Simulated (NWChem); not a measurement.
System: WNH3O3; SMILES [W]([OH])([NH2])(=[O])=[O]

NWChem printed, in part:

```
             Northwest Computational Chemistry Package (NWChem) 7.3.0
             --------------------------------------------------------

 CS  symmetry detected

                             Geometry "geometry" -> ""
                             -------------------------

 Output coordinates in angstroms (scale by  1.889725989 to convert to a.u.)

  No.       Tag          Charge          X              Y              Z
 ---- ---------------- ---------- -------------- -------------- --------------
    1 W                   74.0000     0.03772650     0.01039845     0.00000000
    2 O                    8.0000     1.02748718     0.00748102    -1.39207000
    3 O                    8.0000     1.02748718     0.00748102     1.39207000
    4 O                    8.0000    -1.08672317     1.52820574     0.00000000
    5 H                    1.0000    -0.88852485     2.46945528     0.00000000
    6 N                    7.0000    -1.02434394    -1.61262966     0.00000000
    7 H                    1.0000    -1.23941893    -2.14793766    -0.83724800
    8 H                    1.0000    -1.23941893    -2.14793766     0.83724800

 Effective nuclear repulsion energy (a.u.)     805.7789643624

      Symmetry information
      --------------------

 Group name             Cs
 Group number              2
 Group order               2
 No. of unique centers     6

                                 NWChem DFT Module
                                 -----------------

 Summary of "ao basis" -> "ao basis" (spherical)
 ------------------------------------------------------------------------------
       Tag                 Description            Shells   Functions and Types
 ---------------- ------------------------------  ------  ---------------------
 W                          def2-svp                12       32   6s3p2d1f
 O                          def2-svp                 6       14   3s2p1d
 H                          def2-svp                 3        5   2s1p
 N                          def2-svp                 6       14   3s2p1d

      Symmetry analysis of basis
      --------------------------

        a'         65
        a"         38

            General Information
            -------------------
          SCF calculation type: DFT
          Wavefunction type:  closed shell.
          No. of atoms     :     8
          No. of electrons :    48
           Alpha electrons :    24
            Beta electrons :    24
          Charge           :     0
          Spin multiplicity:     1
          Use of symmetry is: on ; symmetry adaption is: on
          Maximum number of iterations: 150
          AO basis - number of functions:   103
                     number of shells:    45
          Convergence on energy requested:  1.00D-06
          Convergence on density requested:  1.00D-05
          Convergence on gradient requested:  5.00D-04

              XC Information
              --------------
                         SCAN Method XC Functional
                  SCAN metaGGA Exchange Functional  1.000
                        SCAN Correlation Potential  1.000

             Grid Information
             ----------------
          Grid used for XC integration:  xcoarse
          Radial quadrature: Mura-Knowles
          Angular quadrature: Lebedev.
          Tag              B.-S. Rad. Rad. Pts. Rad. Cut. Ang. Pts.
          ---              ---------- --------- --------- ---------
          W                   1.35       84           8.0       194
          O                   0.60       21          10.0       194
          H                   0.35       21          11.0       194
          N                   0.65       21          10.0       194
          Grid pruning is: on
          Number of quadrature shells:   189
          Spatial weights used:  Erf1

      Superposition of Atomic Density Guess
      -------------------------------------

 Sum of atomic energies:        -352.99209671

      Non-variational initial energy
      ------------------------------

 Total energy =    -346.589339
 1-e energy   =    -939.609156
 2-e energy   =     369.813772
 HOMO         =      -0.366702
 LUMO         =      -0.009200

      Symmetry analysis of molecular orbitals - initial
      -------------------------------------------------

  Numbering of irreducible representations:

     1 a'          2 a"

  Orbital symmetries:

     1 a'          2 a'          3 a"          4 a'          5 a'
     6 a"          7 a'          8 a'          9 a'         10 a'
    11 a'         12 a"         13 a'         14 a"         15 a'
    16 a"         17 a'         18 a'         19 a"         20 a'
    21 a"         22 a'         23 a"         24 a'         25 a'
    26 a"         27 a'         28 a'         29 a'         30 a"
    31 a'         32 a'         33 a"         34 a'

     ---------------------------------------------
      Total Density - Mulliken Population Analysis
     ---------------------------------------------

    Atom       Charge   Shell Charges
 -----------   ------   -------------------------------------------------------
    1 W   14    11.03   0.04 -0.35  1.80  0.55  0.32  0.05  5.50  0.57  0.13  1.92  0.33  0.18
    2 O    8     9.09   1.99  1.16  0.74  3.18  2.00  0.01
    3 O    8     9.09   1.99  1.16  0.74  3.18  2.00  0.01
    4 O    8     8.84   1.99  1.10  0.67  3.10  1.98  0.00
    5 H    1     0.64   0.52  0.06  0.06
    6 N    7     7.85   1.99  1.03  0.50  2.58  1.74  0.00
    7 H    1     0.73   0.58  0.11  0.04
    8 H    1     0.73   0.58  0.11  0.04

   convergence    iter        energy       DeltaE   RMS-Dens  Diis-err
 ---------------- ----- ----------------- --------- --------- ---------
 d= 0,ls=0.0,diis     1   -348.7388625628 -5.72D+02  5.35D-02  4.28D+00
 d= 0,ls=0.5,diis     2   -340.5997832165  8.14D+00  2.20D-02  6.41D+01
 d= 0,ls=0.5,diis     3   -346.2246857370 -5.62D+00  8.69D-03  2.88D+01
 d= 0,ls=0.5,diis     4   -347.8007937775 -1.58D+00  7.29D-03  1.45D+01
 d= 0,ls=0.5,diis     5   -348.7248213406 -9.24D-01  5.59D-03  5.01D+00
 d= 0,ls=0.5,diis     6   -349.1217399832 -3.97D-01  3.44D-03  1.05D+00
 d= 0,ls=0.5,diis     7   -349.2276853100 -1.06D-01  1.75D-03  1.19D-01
  Resetting Diis
 d= 0,ls=0.5,diis     8   -349.2448962774 -1.72D-02  8.41D-04  7.37D-03
 d= 0,ls=0.5,diis     9   -349.2471160290 -2.22D-03  4.91D-04  1.51D-03
 d= 0,ls=0.5,diis    10   -349.2476623222 -5.46D-04  2.63D-04  4.15D-04
 d= 0,ls=0.5,diis    11   -349.2478257092 -1.63D-04  1.62D-04  2.48D-04
 d= 0,ls=0.5,diis    12   -349.2478949943 -6.93D-05  9.49D-05  6.33D-05
 d= 0,ls=0.5,diis    13   -349.2479209931 -2.60D-05  5.98D-05  2.64D-05
 d= 0,ls=0.5,diis    14   -349.2479307379 -9.74D-06  3.59D-05  1.16D-05
 d= 0,ls=0.5,diis    15   -349.2479347723 -4.03D-06  2.28D-05  5.45D-06
 d= 0,ls=0.5,diis    16   -349.2479364513 -1.68D-06  1.44D-05  2.87D-06
 d= 0,ls=0.5,diis    17   -349.2479372014 -7.50D-07  9.53D-06  1.52D-06

         Total DFT energy =     -349.247937553033
      One electron energy =     -944.252365401647
           Coulomb energy =      413.120292751557
    Exchange-Corr. energy =      -41.321909936800
 Nuclear repulsion energy =      223.206045033857

 Numeric. integr. density =       47.997306746971

                  Occupations of the irreducible representations
                  ----------------------------------------------

                     irrep           alpha         beta
                     --------     --------     --------
                     a'               16.0         16.0
                     a"                8.0          8.0

                       DFT Final Molecular Orbital Analysis
                       ------------------------------------

 Vector   22  Occ=2.000000D+00  E=-2.975214D-01  Symmetry=a"
              MO Center= -3.2D-01,  9.7D-01, -5.9D-13, r^2= 2.8D+00
   Bfn.  Coefficient  Atom+Function         Bfn.  Coefficient  Atom+Function
  ----- ------------  ---------------      ----- ------------  ---------------
    66      0.508924  4 O  pz                69      0.387719  4 O  pz
    37      0.225156  2 O  py                51     -0.225156  3 O  py
    40      0.162368  2 O  py                54     -0.162368  3 O  py
    38     -0.131824  2 O  pz                52     -0.131824  3 O  pz
     9     -0.114176  1 W  pz                17     -0.100209  1 W  d -1

 Vector   23  Occ=2.000000D+00  E=-2.697225D-01  Symmetry=a"
              MO Center=  1.0D+00,  1.3D-02,  8.7D-10, r^2= 2.5D+00
   Bfn.  Coefficient  Atom+Function         Bfn.  Coefficient  Atom+Function
  ----- ------------  ---------------      ----- ------------  ---------------
    36      0.439681  2 O  px                50     -0.439681  3 O  px
    39      0.320107  2 O  px                53     -0.320107  3 O  px
     9     -0.148710  1 W  pz                38      0.121171  2 O  pz
    52      0.121171  3 O  pz                41      0.087723  2 O  pz
    55      0.087723  3 O  pz                24      0.067431  1 W  d  1

 Vector   24  Occ=2.000000D+00  E=-2.681678D-01  Symmetry=a'
              MO Center= -6.5D-01, -1.1D+00, -8.7D-10, r^2= 2.7D+00
   Bfn.  Coefficient  Atom+Function         Bfn.  Coefficient  Atom+Function
  ----- ------------  ---------------      ----- ------------  ---------------
    83      0.434352  6 N  px                86     -0.356370  6 N  px
    84     -0.255697  6 N  py                87      0.218922  6 N  py
    38     -0.170237  2 O  pz                52      0.170237  3 O  pz
    64      0.156941  4 O  px                 7      0.136328  1 W  px
    67      0.131270  4 O  px                41     -0.126127  2 O  pz

 Vector   25  Occ=0.000000D+00  E=-7.125325D-02  Symmetry=a"
              MO Center=  1.8D-01, -9.4D-02, -6.7D-13, r^2= 2.2D+00
   Bfn.  Coefficient  Atom+Function         Bfn.  Coefficient  Atom+Function
  ----- ------------  ---------------      ----- ------------  ---------------
    17      0.840746  1 W  d -1              37      0.278032  2 O  py
    51     -0.278032  3 O  py                40      0.243672  2 O  py
    54     -0.243672  3 O  py                95     -0.177498  7 H  s
   100      0.177498  8 H  s                 66     -0.136739  4 O  pz
    94     -0.129339  7 H  s                 99      0.129339  8 H  s

 Vector   26  Occ=0.000000D+00  E=-6.696678D-02  Symmetry=a'
              MO Center= -7.5D-02, -5.1D-03, -2.1D-12, r^2= 2.4D+00
   Bfn.  Coefficient  Atom+Function         Bfn.  Coefficient  Atom+Function
  ----- ------------  ---------------      ----- ------------  ---------------
    20      0.805671  1 W  d  2              86      0.255347  6 N  px
    18     -0.242961  1 W  d  0              83     -0.228804  6 N  px
    64      0.172173  4 O  px                38     -0.165777  2 O  pz
    52      0.165777  3 O  pz                82      0.164381  6 N  s
    76      0.156308  5 H  s                 41     -0.152614  2 O  pz

 Vector   27  Occ=0.000000D+00  E=-2.054794D-02  Symmetry=a'
              MO Center=  2.2D-02,  1.3D-02,  9.5D-13, r^2= 2.7D+00
   Bfn.  Coefficient  Atom+Function         Bfn.  Coefficient  Atom+Function
  ----- ------------  ---------------      ----- ------------  ---------------
    16      0.851854  1 W  d -2              82     -0.523447  6 N  s
    63      0.437262  4 O  s                 21      0.281690  1 W  d -2
    37     -0.200612  2 O  py                51     -0.200612  3 O  py
    87     -0.196792  6 N  py                40     -0.189512  2 O  py
    54     -0.189512  3 O  py                76     -0.164831  5 H  s

     ---------------------------------------------
      Total Density - Mulliken Population Analysis
     ---------------------------------------------

    Atom       Charge   Shell Charges
 -----------   ------   -------------------------------------------------------
    1 W   14    12.87   0.04 -0.36  1.88  0.49  0.35  0.00  5.61  0.50  0.23  3.41  0.50  0.21
    2 O    8     8.38   1.99  1.11  0.80  2.77  1.70  0.01
    3 O    8     8.38   1.99  1.11  0.80  2.77  1.70  0.01
    4 O    8     8.47   1.99  1.06  0.71  2.88  1.83  0.01
    5 H    1     0.75   0.65  0.03  0.07
    6 N    7     7.51   1.99  0.99  0.52  2.43  1.58  0.01
    7 H    1     0.82   0.69  0.08  0.05
    8 H    1     0.82   0.69  0.08  0.05

     -------------------------------------------
      Total Density - Lowdin Population Analysis
     -------------------------------------------

    Atom       Charge   Shell Charges
 -----------   ------   -------------------------------------------------------
    1 W   14    13.68   0.00  0.04  1.09  0.79  0.34  0.13  4.96  1.26  0.41  3.12  1.15  0.39
    2 O    8     8.17   1.98  0.97  0.71  2.64  1.86  0.02
    3 O    8     8.17   1.98  0.97  0.71  2.64  1.86  0.02
    4 O    8     8.16   1.97  0.88  0.61  2.72  1.97  0.01
    5 H    1     0.88   0.53  0.15  0.19
    6 N    7     7.15   1.97  0.72  0.45  2.24  1.75  0.02
    7 H    1     0.90   0.58  0.19  0.13
    8 H    1     0.90   0.58  0.19  0.13

     Multipole analysis of the density
     ---------------------------------

     L   x y z        total         alpha         beta         nuclear
     -   - - -        -----         -----         ----         -------
     0   0 0 0     -0.000000    -24.000000    -24.000000     48.000000

     1   1 0 0     -1.273185      1.502190      1.502190     -4.277564
     1   0 1 0     -0.178316      0.500349      0.500349     -1.179014
     1   0 0 1     -0.000000     -0.000000     -0.000000      0.000000

     2   2 0 0    -37.598009    -85.874486    -85.874486    134.150963
     2   1 1 0      2.377215     -1.553996     -1.553996      5.485207
     2   1 0 1     -0.000000     -0.000000     -0.000000      0.000000
     2   0 2 0    -24.878742   -105.671315   -105.671315    186.463888
     2   0 1 1      0.000000      0.000000      0.000000      0.000000
     2   0 0 2    -37.649446    -76.689733    -76.689733    115.730019

            General Information
            -------------------
          SCF calculation type: DFT
          Wavefunction type:  closed shell.
          No. of atoms     :     8
          No. of electrons :    48
           Alpha electrons :    24
            Beta electrons :    24
          Charge           :     0
          Spin multiplicity:     1
          Use of symmetry is: on ; symmetry adaption is: on
          Maximum number of iterations: 150
          AO basis - number of functions:   103
                     number of shells:    45
          Convergence on energy requested:  1.00D-06
          Convergence on density requested:  1.00D-05
          Convergence on gradient requested:  5.00D-04

              XC Information
              --------------
                         SCAN Method XC Functional
                  SCAN metaGGA Exchange Functional  1.000
                        SCAN Correlation Potential  1.000

[...]

                         DFT ENERGY GRADIENTS

    atom               coordinates                        gradient
                 x          y          z           x          y          z
   1 W       0.071293   0.019650   0.000000   -0.002644   0.000274   0.000000
   2 O       1.941669   0.014137  -2.630631   -0.001391   0.000575   0.000835
   3 O       1.941669   0.014137   2.630631   -0.001391   0.000575  -0.000835
   4 O      -2.053609   2.887890   0.000000    0.002908  -0.004845   0.000000
   5 H      -1.679069   4.666594   0.000000    0.000560   0.000169   0.000000
   6 N      -1.935729  -3.047428   0.000000    0.000596  -0.000402   0.000000
   7 H      -2.342162  -4.059014  -1.582169    0.000681   0.001827   0.002478
   8 H      -2.342162  -4.059014   1.582169    0.000681   0.001827  -0.002478
```

Level: SCAN/def2-SVP with def2 effective core potentials on W. Coordinates come from a PBE0/def2-SVP optimisation. Not confirmed as a minimum by frequencies. def2 effective core potentials on W; no spin-orbit coupling.

Task: Reconstruct the input file.

Result: One answer among several that fit: the input that was run:
```
start job
memory heap 200 mb stack 900 mb global 1100 mb
geometry units angstroms noautoz
  W     -0.056608    -0.004837     0.000000
  O      0.933043     0.010184    -1.392070
  O      0.933043     0.010184     1.392070
  O     -1.208381     1.492342     0.000000
  H     -1.027274     2.437029     0.000000
  N     -1.089089    -1.646847     0.000000
  H     -1.294427    -2.185965    -0.837248
  H     -1.294427    -2.185965     0.837248
end
basis spherical
  * library def2-svp
end
ecp
  W library def2-ecp
end
dft
  xc scan
  grid xcoarse
  iterations 150
  mulliken
end
task dft gradient
```
